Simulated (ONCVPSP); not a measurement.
**Reading a pseudo-wave (zinc)**

Columns: radius, all-electron u(r) and pseudo u(r) of the 3p shell (level -83.40 eV) of zinc in the configuration [Ne] 3s2 3p6 3d10 4s2; PBE, scalar-relativistic, ONCV scheme, ONCVPSP 4.0.1.

| r (bohr) | all-electron | pseudo |
| --- | --- | --- |
| 0.053 | -0.3833 | 0.0261 |
| 0.105 | -0.6615 | 0.1001 |
| 0.158 | -0.5857 | 0.2192 |
| 0.210 | -0.2864 | 0.3696 |
| 0.262 | 0.0925 | 0.5408 |
| 0.315 | 0.4645 | 0.7215 |
| 0.368 | 0.7739 | 0.8932 |
| 0.420 | 1.0015 | 1.0397 |
| 0.473 | 1.1563 | 1.1563 |
| 0.525 | 1.2419 | 1.2321 |
| 0.578 | 1.2756 | 1.2685 |
| 0.630 | 1.2679 | 1.2657 |
| 0.683 | 1.2307 | 1.2304 |
| 0.735 | 1.1744 | 1.1741 |
| 0.788 | 1.1043 | 1.1040 |
| 0.840 | 1.0286 | 1.0284 |
| 0.893 | 0.9487 | 0.9485 |
| 0.945 | 0.8703 | 0.8701 |
| 0.998 | 0.7926 | 0.7924 |
| 1.050 | 0.7198 | 0.7196 |
| 1.102 | 0.6512 | 0.6511 |
| 1.155 | 0.5861 | 0.5860 |
| 1.208 | 0.5260 | 0.5259 |
| 1.260 | 0.4720 | 0.4719 |
| 1.313 | 0.4217 | 0.4216 |
| 1.365 | 0.3770 | 0.3769 |

Question: How many radial nodes do the two functions have?

Answer: The all-electron 3p function has n − l − 1 = 1; the pseudo-wave has 0, since the states of the same l below it are removed with the core.

Question: At about which radius was the pseudo-wave matched?

Answer: 0.70 bohr, where the columns begin to agree (steps of 0.05 bohr).

Question: Where does each function peak?

Answer: Outermost all-electron maximum near 0.58 bohr, pseudo maximum near 0.58 bohr (to the table’s step).

Question: Is the pseudo-wave norm-conserving?

Answer: Yes: the ONCV scheme keeps the norm inside the radius equal to the all-electron one, which fixes the energy derivative of the logarithmic derivative at the level.
